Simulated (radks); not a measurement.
Results of a calculation; reference values are marked as such.
Problem. The mean radii <r> (bohr) of the occupied orbitals of an atom or ion are listed with their occupations. Level of theory: non-relativistic Kohn-Sham, BLYP, spin-polarised, spherical densities, point nucleus (a radial shooting solver on a logarithmic mesh with Libxc functionals).

| orbital | occ. | <r> |
|---|---|---|
| 1s | 2 | 0.1309 |
| 2s | 2 | 0.6998 |
| 2p | 6 | 0.6903 |
| 3s | 2 | 3.141 |

Name the element and its charge. Open shells, if any, are filled with parallel spins first.

Solution. Z = 12, magnesium, charge 0: Mg in [Ne] 3s2. The 1s radius gives Z: for a bare nucleus <r> = 1.5/Z, 0.125 bohr for Z = 12, and screening makes it slightly larger (0.1309 here). The occupations add up to 12, and the charge is Z minus that.
